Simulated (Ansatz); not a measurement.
BeH₂, 3 atoms. Hardware: 4 threads of Intel Xeon on a shared host.

Correlated methods freeze no core orbitals.

Task: How many basis functions does each of these Ansatz runs have, and roughly what does it cost? BLYP-D4/def2-TZVP, charge 0 singlet, energy, from earlier orbitals; PBE-D4/def2-TZVP, charge 0 triplet at the geometry of the charge 0 singlet, energy, from earlier orbitals; B2PLYP/def2-TZVP, charge 0 singlet, energy, from earlier orbitals; PBE0-D4/def2-TZVP, charge 1 doublet, energy, from earlier orbitals; B3LYP-D4/6-31G, charge 0 singlet, energy; r2SCAN-D4/def2-TZVP, charge 0 triplet at the geometry of the charge 0 singlet, energy, from earlier orbitals; B97M-V/def2-TZVP, charge 0 singlet, energy, from earlier orbitals; r2SCAN-D4/def2-TZVP, charge 1 doublet at the geometry of the charge 0 singlet, energy, from earlier orbitals; HF/6-31G, charge 0 singlet, energy; PBE0-D4/def2-SVP, charge 0 singlet, energy, from earlier orbitals; HF/STO-3G, charge 0 singlet, energy; CCSD(T)/def2-TZVPP, charge 1 doublet at the geometry of the charge 0 singlet, energy, from earlier orbitals.

Result: Other jobs shared the machine, so times can vary by a factor of up to 3. A dash marks memory too small to be measured apart from the calling script's.

| run | functions | fitting or Cholesky vectors | wall time | peak host memory (GiB) |
| --- | --- | --- | --- | --- |
| HF/STO-3G, charge 0 singlet, energy | 7 | 78 | 0.1 s | – |
| HF/6-31G, charge 0 singlet, energy | 13 | 189 | 0.15 s | – |
| PBE0-D4/def2-SVP, charge 0 singlet, energy, from earlier orbitals | 19 | 230 | 0.31 s | – |
| BLYP-D4/def2-TZVP, charge 0 singlet, energy, from earlier orbitals | 31 | 229 | 0.36 s | – |
| B3LYP-D4/6-31G, charge 0 singlet, energy | 13 | 189 | 0.36 s | – |
| PBE0-D4/def2-TZVP, charge 1 doublet, energy, from earlier orbitals | 31 | 229 | 0.41 s | – |
| B2PLYP/def2-TZVP, charge 0 singlet, energy, from earlier orbitals | 31 | 253 | 0.5 s | – |
| PBE-D4/def2-TZVP, charge 0 triplet at the geometry of the charge 0 singlet, energy, from earlier orbitals | 31 | 229 | 0.65 s | – |
| B97M-V/def2-TZVP, charge 0 singlet, energy, from earlier orbitals | 31 | 229 | 0.77 s | – |
| r2SCAN-D4/def2-TZVP, charge 1 doublet at the geometry of the charge 0 singlet, energy, from earlier orbitals | 31 | 229 | 0.91 s | – |
| CCSD(T)/def2-TZVPP, charge 1 doublet at the geometry of the charge 0 singlet, energy, from earlier orbitals | 47 | 295 | 1.7 s | – |
| r2SCAN-D4/def2-TZVP, charge 0 triplet at the geometry of the charge 0 singlet, energy, from earlier orbitals | 31 | 229 | 1.9 s | – |
